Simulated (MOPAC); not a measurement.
Job for MOPAC: AM1 on H2O2Se (SMILES O[Se]O), a point of a torsion scan.

```
AM1 1SCF PRECISE CHARGE=0 THREADS=1
H2O2Se

O      1.14122112 1     0.53262124 1    -0.38164921 1
Se    -0.12300711 1    -0.75764280 1    -0.47345220 1
O      0.84482143 1    -2.09072458 1     0.23292157 1
H      1.99399508 1     0.09933892 1    -0.47152076 1
H      0.71525152 1    -2.15374206 1     1.18482935 1
```

The log:

```
*******************************************************************************
 **                                                                           **
 **                              MOPAC v23.2.5                                **
 **                                                                           **
 *******************************************************************************
 ** MOPAC's Digital Object Identifier: https://doi.org/10.5281/zenodo.6511958 **
 **                                                                           **
 ** Please cite the open-source release paper for use of this MOPAC version:  **
 ** J. E. Moussa and J. J. P. Stewart (2026)                                  **
 ** MOPAC: An open-source semiempirical molecular orbital program             **
 ** J. Open Source Softw., 11(119), 8025, https://doi.org/10.21105/joss.08025 **
 *******************************************************************************

                              AM1 CALCULATION RESULTS

 *******************************************************************************
 *  AM1        - The AM1 Hamiltonian to be used
 *
 *
 *
 *                 CHARGE ON SYSTEM = 0
 *
 *
 *
 *  PRECISE    - TIGHTER CRITERIA TO BE USED
 *  1SCF       - DO 1 SCF AND THEN STOP
 *  THREADS=1  - MULTI-THREADING NOT USED
 *  T=         - A TIME OF 172800.0 SECONDS REQUESTED
 *  DUMP=N     - RESTART FILE WRITTEN EVERY 7200.0 SECONDS REQUESTED
 *******************************************************************************
AM1 1SCF PRECISE CHARGE=0 THREADS=1
 H2O2Se

   ATOM   CHEMICAL          X               Y               Z
  NUMBER   SYMBOL      (ANGSTROMS)     (ANGSTROMS)     (ANGSTROMS)

     1       O          1.14122112  *   0.53262124  *  -0.38164921  *
     2      Se         -0.12300711  *  -0.75764280  *  -0.47345220  *
     3       O          0.84482143  *  -2.09072458  *   0.23292157  *
     4       H          1.99399508  *   0.09933892  *  -0.47152076  *
     5       H          0.71525152  *  -2.15374206  *   1.18482935  *



          CARTESIAN COORDINATES

    NO.       ATOM           X           Y           Z

     1         O          1.1412      0.5326     -0.3816
     2        Se         -0.1230     -0.7576     -0.4735
     3         O          0.8448     -2.0907      0.2329
     4         H          1.9940      0.0993     -0.4715
     5         H          0.7153     -2.1537      1.1848

  H: (AM1): M.J.S. DEWAR ET AL, J. AM. CHEM. SOC. 107 3902-3909 (1985)
  O: (AM1): M.J.S. DEWAR ET AL, J. AM. CHEM. SOC. 107 3902-3909 (1985)
 Se: (AM1): J. J. P. STEWART, J. MOL. MOD., 10, 155-164 (2004)

           Empirical Formula: H2 O2 Se  =     5 atoms



      MOLECULAR POINT GROUP   :   C1


      RHF CALCULATION, NO. OF DOUBLY OCCUPIED LEVELS = 10


 -------------------------------------------------------------------------------
 AM1 1SCF PRECISE CHARGE=0 THREADS=1
 H2O2Se



     1SCF WAS SPECIFIED, SO BFGS WAS NOT USED
     SCF FIELD WAS ACHIEVED


                              AM1 CALCULATION
                                                       MOPAC v23.2.5 Linux




          FINAL HEAT OF FORMATION =        -90.23241 KCAL/MOL =    -377.53240 KJ/MOL


          COSMO AREA              =         87.66 SQUARE ANGSTROMS
          COSMO VOLUME            =         70.88 CUBIC ANGSTROMS

          IONIZATION POTENTIAL    =          7.089578 EV
          HOMO LUMO ENERGIES (EV) =         -7.090  0.399
          NO. OF FILLED LEVELS    =         10
          MOLECULAR WEIGHT        =        112.9746         POINT GROUP:  C1

          MOLECULAR DIMENSIONS (Angstroms)

            Atom       Atom       Distance
            H     5    O     1     3.13877
            H     4   Se     2     2.04356
            O     3    O     1     0.78444


          SCF CALCULATIONS        =          1





   ATOM   CHEMICAL          X               Y               Z
  NUMBER   SYMBOL      (ANGSTROMS)     (ANGSTROMS)     (ANGSTROMS)

     1       O          1.14122112  *   0.53262124  *  -0.38164921  *
     2      Se         -0.12300711  *  -0.75764280  *  -0.47345220  *
     3       O          0.84482143  *  -2.09072458  *   0.23292157  *
     4       H          1.99399508  *   0.09933892  *  -0.47152076  *
     5       H          0.71525152  *  -2.15374206  *   1.18482935  *

                             CARTESIAN COORDINATES

   1    O        1.141221120     0.532621240    -0.381649210
   2   Se       -0.123007110    -0.757642800    -0.473452200
   3    O        0.844821430    -2.090724580     0.232921570
   4    H        1.993995080     0.099338920    -0.471520760
   5    H        0.715251520    -2.153742060     1.184829350


           Empirical Formula: H2 O2 Se  =     5 atoms



      MOLECULAR POINT GROUP   :   C1


                  EIGENVALUES
 -35.67800 -35.05473 -20.28139 -17.82047 -16.13397 -14.15927 -13.26206 -12.44627
 -11.42972  -7.08958   0.39928   0.67711   5.26620   5.70633


              NET ATOMIC CHARGES AND DIPOLE CONTRIBUTIONS

  ATOM NO.   TYPE          CHARGE      No. of ELECS.   s-Pop       p-Pop
    1          O          -0.478615        6.4786     1.89722     4.58139
    2         Se           0.551536        5.4485     1.94799     3.50047
    3          O          -0.482295        6.4823     1.89465     4.58765
    4          H           0.210906        0.7891     0.78909
    5          H           0.198467        0.8015     0.80153
 DIPOLE           X         Y         Z       TOTAL
 POINT-CHG.    -2.205    -0.341    -0.265     2.246
 HYBRID         1.090    -0.303     0.829     1.402
 SUM           -1.115    -0.644     0.565     1.406


          ATOMIC ORBITAL ELECTRON POPULATIONS

     Atom    s        px        py        pz
    1  O   1.89722   1.22898   1.37413   1.97829
    2 Se   1.94799   0.96704   0.80093   1.73250
    3  O   1.89465   1.73019   1.58997   1.26748
    4  H   0.78909
    5  H   0.80153

 **********************
 *                    *
 * JOB ENDED NORMALLY *
 *                    *
 **********************




 == MOPAC DONE ==
```

The run finished.

Cost: about 0.03 core-seconds (a rough figure).
